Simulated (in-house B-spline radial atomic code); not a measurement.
How numerical settings move a run on Au, [Xe] 4f14 5d10 6s1. Computed with a B-spline radial code for spherical atoms: Dirac-Kohn-Sham PBE, spherical fractional occupations, Fermi nucleus of rms radius 5.4371 fm.

Command:
```bash
python run_scf.py task.json out
```
Settings of the sound reference run:
```
Z                79
electrons        79
configuration    [Xe] 4f14 5d10 6s1
hamiltonian      dirac
method           pbe,pbe
spin_polarised   False
nucleus          fermi
rms_radius       5.4371
mass_number      197
atomic_mass      196.9666
speed_of_light   137.036
knot_spacing     0.22
spline_order     8
gauss_points     12
box_radius       50
max_iterations   70
damping          0.5
damped_steps     3
diis_vectors     10
tolerance        1e-08
start            Thomas-Fermi
```

Run time, properties included: 2.8 s on 1 thread of Arm Neoverse N1, on a shared host.

It converges in 10 iterations to -19043.795847 hartree, with 6s1/2 at -5.77474 eV. The other runs change the listed settings, some to values that make no sense; their results aren't properties of the atom or ion. Radii are in bohr (the nuclear one in fm), a minus after a letter asks for a j subshell, and «unchanged» means within 1e-8 hartree. The run stops when the residual is below 10 × tolerance × max(1, Z/10), or a noise floor if that is larger, and the energy moves by less than 1e-8 × √|E| hartree; so very loose and very tight tolerances often act alike.

```tsv
changed settings	outcome
first_knot = 0.038	converged in 10 iterations, energy +1.09e+02 hartree from the reference, 6s1/2 level +9.1e-02 eV
first_knot = 0.0038	converged in 10 iterations, energy -1.45e+00 hartree from the reference, 6s1/2 level -2.1e-03 eV
knot_spacing = 0.15	converged in 10 iterations, energy -7.98e-06 hartree from the reference, 6s1/2 level +1.1e-06 eV
knot_spacing = 1.4	converged in 9 iterations, energy +2.23e+03 hartree from the reference, 6s1/2 level +2.9e+00 eV (the program warns: 3s1/2 reaches the box edge; 3p3/2 reaches the box edge)
first_knot = 0.0127	converged in 10 iterations, energy +1.01e+01 hartree from the reference, 6s1/2 level +1.0e-02 eV
electrons = 80, configuration = [Xe] 4f14 5d10 6s1 7s-1, max_iterations = 50	stopped with error: j subshells need the Dirac Hamiltonian and l > 0
electrons = 81, configuration = [Xe] 4f14 5d10 6s3, max_iterations = 50	stopped with error: shell 6s holds at most 2 electrons
spline_order = 6	converged in 10 iterations, energy +2.99e-05 hartree from the reference, 6s1/2 level +3.8e-07 eV
spline_order = 10, max_iterations = 50, tolerance = 1e-10, start = bare nucleus	converged in 14 iterations, energy -2.89e-06 hartree from the reference, 6s1/2 level +1.6e-05 eV
spline_order = 5	converged in 10 iterations, energy +5.24e-04 hartree from the reference, 6s1/2 level +2.5e-05 eV
spline_order = 6, box_radius = 100, max_iterations = 60, start = bare nucleus	converged in 13 iterations, energy +2.99e-05 hartree from the reference, 6s1/2 level +7.8e-06 eV
spline_order = 4	converged in 10 iterations, energy +1.47e-02 hartree from the reference, 6s1/2 level +5.9e-04 eV
knot_spacing = 0.4, gauss_points = 6, max_iterations = 60, damping = 0.8	converged in 11 iterations, energy +1.56e-02 hartree from the reference, 6s1/2 level +1.1e-03 eV
spline_order = 3	converged in 10 iterations, energy +7.15e-01 hartree from the reference, 6s1/2 level +2.0e-02 eV
gauss_points = 3, box_radius = 5, max_iterations = 100, damping = 0.95, diis_vectors = 4	converged in 11 iterations, energy +7.68e-02 hartree from the reference, 6s1/2 level +2.0e+00 eV (the program warns: 6s1/2 reaches the box edge; 5p1/2 reaches the box edge)
spline_order = 10	converged in 10 iterations, energy -2.89e-06 hartree from the reference
knot_spacing = 0.3	converged in 11 iterations, energy +1.43e-04 hartree from the reference, 6s1/2 level +8.3e-06 eV
knot_spacing = 0.75	converged in 10 iterations, energy +8.88e+01 hartree from the reference, 6s1/2 level +1.4e+00 eV
knot_spacing = 0.55	converged in 11 iterations, energy +2.54e+00 hartree from the reference, 6s1/2 level +6.9e-02 eV
```

Task: What happens with knot_spacing = 1?

Result: Converged in 10 iterations, energy +9.82e+01 hartree from the reference, 6s1/2 level +1.9e+00 eV.

Task: What happens with first_knot = 1.27e-05?

Result: Converged in 10 iterations, energy +8.15e-07 hartree from the reference.

Task: What happens with first_knot = 0.000127?

Result: Converged in 10 iterations, energy +7.16e-06 hartree from the reference, 6s1/2 level -3.3e-07 eV.

Task: What happens with spline_order = 7?

Result: Converged in 10 iterations, energy -2.30e-06 hartree from the reference, 6s1/2 level -4.5e-07 eV.
